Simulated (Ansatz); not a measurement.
```xyz
11

Si   -0.5052   -1.1016   -0.9342
C     0.6564   -0.0640    0.1262
C    -0.0419    1.0975    0.7873
Cl    1.0763    2.0750    1.7920
H    -1.1038   -0.2675   -2.0109
H     0.2483   -2.2235   -1.5514
H    -1.6068   -1.6556   -0.1017
H     1.1072   -0.7125    0.8834
H     1.4727    0.2981   -0.5061
H    -0.4676    1.7862    0.0575
H    -0.8355    0.7679    1.4578
```

The species carries charge 0 and has multiplicity 1.

Question: List the PBE0/def2-TZVPP orbital energies in eV (the Gaussian-basis code of Ansatz). (An estimate is asked.)

Answer: Computed: Occupied: -2767.12, -1802.60, -280.00, -278.46, -258.94, -197.28, -197.05, -197.05, -144.97, -99.62, -99.62, -99.61, -24.04, -20.97, -17.58, -14.98, -13.66, -12.12, -11.86, -11.00, -9.82, -9.69, -9.33, -8.39, -8.33. Lowest empty: 0.28, 0.57, 1.33, 1.52, 2.07, 2.11, 2.46, 2.76.
